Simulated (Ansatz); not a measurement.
A nudged elastic band was laid between two geometries of AlFH$_{6}$O$_{2}$Si (11 atoms, charge 0, multiplicity 1).

Level of theory: RKS PBE0/def2-SVP (Ansatz 0.2.0).

```
movable images  : 7
climbing image  : yes
spring          : 5.0 eV/Å²
optimiser       : quadratic models (default)
start path      : through a guess of the saddle point
force threshold : 0.05 eV/Å
iteration limit : 60
end points      : relaxed
```

Image 0:

```xyz
11
Properties=species:S:1:pos:R:3
Al -0.321 -0.116 0.253
H -0.871 -0.768 1.585
O 1.293 -0.448 -0.277
Si 2.401 -1.270 -1.174
H 1.767 -2.371 -1.966
H 3.097 -0.344 -2.123
H 3.442 -1.877 -0.286
F -1.428 0.232 -0.952
O 0.262 1.670 0.869
H 1.216 1.655 0.685
H 0.138 1.903 1.799
```

Image 8:

```xyz
11
Properties=species:S:1:pos:R:3
Al 0.004 0.606 -0.093
H -0.350 -0.523 1.732
O 1.362 -0.292 -0.544
Si 2.403 -1.391 -1.191
H 1.670 -2.407 -2.008
H 3.400 -0.701 -2.065
H 3.137 -2.099 -0.098
F -1.495 0.067 -0.554
O 0.112 2.161 0.569
H 0.916 2.670 0.672
H -0.162 0.176 1.993
```

Question: What changes between the two ends?

Answer: Bonds broken: Al1–H2, O9–H11. Bonds formed: H2–H11. AlFH6O2Si becomes AlFH4O2Si + H2.

Question: What energy profile does the band end with?

Answer: It converged. The highest image is number 4 of 0 to 8, 0.82 eV above the first end and 0.76 eV above the last; the last end lies 0.07 eV above the first. A vibrational analysis at the climbing image gives one clearly imaginary mode, 1166i cm⁻¹: a first-order saddle point. The orbitals stay closed-shell, which can raise the energy where a bond breaks towards radicals; this wasn't checked here.

```json
{"image": "0", "path coordinate (Å)": "0.00", "energy (eV)": "0.00", "Al1–H2 (Å)": "1.58", "O9–H11 (Å)": "0.97", "H2–H11 (Å)": "2.86"}
{"image": "1", "path coordinate (Å)": "0.51", "energy (eV)": "0.01", "Al1–H2 (Å)": "1.58", "O9–H11 (Å)": "0.97", "H2–H11 (Å)": "2.71"}
{"image": "2", "path coordinate (Å)": "1.01", "energy (eV)": "0.09", "Al1–H2 (Å)": "1.59", "O9–H11 (Å)": "0.97", "H2–H11 (Å)": "2.27"}
{"image": "3", "path coordinate (Å)": "1.52", "energy (eV)": "0.32", "Al1–H2 (Å)": "1.62", "O9–H11 (Å)": "0.99", "H2–H11 (Å)": "1.66"}
{"image": "4", "path coordinate (Å)": "2.03", "energy (eV)": "0.82", "Al1–H2 (Å)": "1.76", "O9–H11 (Å)": "1.25", "H2–H11 (Å)": "1.06"}
{"image": "5", "path coordinate (Å)": "2.54", "energy (eV)": "0.28", "Al1–H2 (Å)": "2.02", "O9–H11 (Å)": "1.81", "H2–H11 (Å)": "0.80"}
{"image": "6", "path coordinate (Å)": "3.06", "energy (eV)": "0.08", "Al1–H2 (Å)": "2.18", "O9–H11 (Å)": "2.32", "H2–H11 (Å)": "0.77"}
{"image": "7", "path coordinate (Å)": "3.57", "energy (eV)": "0.07", "Al1–H2 (Å)": "2.18", "O9–H11 (Å)": "2.46", "H2–H11 (Å)": "0.77"}
{"image": "8", "path coordinate (Å)": "4.08", "energy (eV)": "0.07", "Al1–H2 (Å)": "2.17", "O9–H11 (Å)": "2.46", "H2–H11 (Å)": "0.77"}
```

Question: What is the geometry of the highest image?

Answer: 
```xyz
11
Properties=species:S:1:pos:R:3
Al -0.116 0.255 0.028
H -0.479 -0.181 1.690
O 1.315 -0.445 -0.537
Si 2.447 -1.397 -1.259
H 1.808 -2.517 -2.014
H 3.271 -0.587 -2.208
H 3.355 -1.980 -0.223
F -1.495 0.235 -0.895
O 0.115 1.793 0.985
H 0.945 2.266 1.119
H -0.169 0.827 1.725
```

Question: What are the harmonic wavenumbers there?

Answer: 1166i, 7, 52, 63, 172, 235, 314, 351, 447, 518, 723, 738, 740, 749, 889, 953, 955, 1002, 1082, 1143, 1355, 1784, 1961, 2226, 2230, 2234, 3892 cm⁻¹.

The run took 2.9 min on 4 threads of Arm Neoverse V2, on a shared host, peak memory 0.24 GiB.
